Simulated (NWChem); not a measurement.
System: SnHSeF3; SMILES [SeH][Sn]([F])([F])[F]

The following NWChem deck was run.

```
start job
memory heap 200 mb stack 900 mb global 1100 mb
geometry units angstroms
  F     -1.665535    -0.774729    -1.454437
  Sn    -0.593560     0.155059    -0.040076
  F     -0.589196     2.117590    -0.505377
  F     -1.706688    -0.063839     1.611416
  Se     1.816808    -0.550825     0.147157
  H      2.249157     0.780445    -0.241227
end
basis spherical
  * library def2-svp
end
ecp
  Sn library def2-ecp
end
dft
  xc pbe0
  iterations 150
end
driver
  maxiter 120
end
task dft optimize
```

NWChem printed, in part:

```
             Northwest Computational Chemistry Package (NWChem) 7.3.0
             --------------------------------------------------------

 C1  symmetry detected

                             Geometry "geometry" -> ""
                             -------------------------

 Output coordinates in angstroms (scale by  1.889725989 to convert to a.u.)

  No.       Tag          Charge          X              Y              Z
 ---- ---------------- ---------- -------------- -------------- --------------
    1 F                    9.0000    -0.77535608     1.49227527    -1.62211959
    2 Sn                  50.0000    -0.01210376     0.60024897     0.00139147
    3 F                    9.0000     1.93091097     1.13195844     0.10154515
    4 F                    9.0000    -0.95663678     1.50345825     1.52009699
    5 Se                  34.0000    -0.07533924    -1.91752642    -0.00187948
    6 H                    1.0000     1.37645935    -1.96577795    -0.00137395

 Effective nuclear repulsion energy (a.u.)     906.8265135131

                                Z-matrix (autoz)
                                --------

 Units are Angstrom for bonds and degrees for angles

      Type          Name      I     J     K     L     M      Value
      ----------- --------  ----- ----- ----- ----- ----- ----------
    1 Stretch                  1     2                       2.00351
    2 Stretch                  2     3                       2.01694
    3 Stretch                  2     4                       2.00360
    4 Stretch                  2     5                       2.51857
    5 Stretch                  5     6                       1.45260
    6 Bend                     1     2     3               106.84956
    7 Bend                     1     2     4               103.52833
    8 Bend                     1     2     5               115.75180
    9 Bend                     2     5     6                90.46482
   10 Bend                     3     2     4               107.31724
   11 Bend                     3     2     5               106.72571
   12 Bend                     4     2     5               116.09111
   13 Torsion                  1     2     5     6         115.82127
   14 Torsion                  3     2     5     6          -2.92918
   15 Torsion                  4     2     5     6        -122.48265

                           NWChem Geometry Optimization
                           ----------------------------

 maximum gradient threshold         (gmax) =   0.000450
 rms gradient threshold             (grms) =   0.000300
 maximum cartesian step threshold   (xmax) =   0.001800
 rms cartesian step threshold       (xrms) =   0.001200
 fixed trust radius                (trust) =   0.300000
 source of zmatrix                         =   autoz

          -------------------
          Energy Minimization
          -------------------

[...]

      ----------------------
      Optimization converged
      ----------------------

  Step       Energy      Delta E   Gmax     Grms     Xrms     Xmax
  ---- ---------------- -------- -------- -------- -------- --------
@    8   -2914.98766511 -1.7D-07  0.00002  0.00001  0.00053  0.00142
                                     ok       ok       ok       ok

                                Z-matrix (autoz)
                                --------

 Units are Angstrom for bonds and degrees for angles

      Type          Name      I     J     K     L     M      Value     Gradient
      ----------- --------  ----- ----- ----- ----- ----- ---------- ----------
    1 Stretch                  1     2                       1.91654    0.00001
    2 Stretch                  2     3                       1.91864   -0.00002
    3 Stretch                  2     4                       1.91644    0.00001
    4 Stretch                  2     5                       2.48803   -0.00001
    5 Stretch                  5     6                       1.47398   -0.00001
    6 Bend                     1     2     3               106.06152   -0.00000
    7 Bend                     1     2     4               103.31760   -0.00000
    8 Bend                     1     2     5               115.43833    0.00000
    9 Bend                     2     5     6                87.68086    0.00002
   10 Bend                     3     2     4               106.37326    0.00001
   11 Bend                     3     2     5               109.67310    0.00000
   12 Bend                     4     2     5               115.18819   -0.00001
   13 Torsion                  1     2     5     6         117.78545   -0.00000
   14 Torsion                  3     2     5     6          -1.91212   -0.00000
   15 Torsion                  4     2     5     6        -121.84412   -0.00001

                         Geometry "geometry" -> "geometry"
                         ---------------------------------

 Output coordinates in angstroms (scale by  1.889725989 to convert to a.u.)

  No.       Tag          Charge          X              Y              Z
 ---- ---------------- ---------- -------------- -------------- --------------
    1 F                    9.0000    -0.72612351     1.45619031    -1.54813904
    2 Sn                  50.0000     0.01052307     0.59163724    -0.00443943
    3 F                    9.0000     1.84434895     1.14765420     0.09089936
    4 F                    9.0000    -0.89042690     1.44891458     1.45367939
    5 Se                  34.0000    -0.11202897    -1.89336531    -0.01086793
    6 H                    1.0000     1.36164182    -1.90639444     0.01652823

 Effective nuclear repulsion energy (a.u.)     933.1928042327

                Final and change from initial internal coordinates
                --------------------------------------------------

                                Z-matrix (autoz)
                                --------

 Units are Angstrom for bonds and degrees for angles

[...]
```

Level: PBE0/def2-SVP with def2 effective core potentials on Sn. Not confirmed as a minimum by frequencies. def2 effective core potentials on Sn; no spin-orbit coupling.
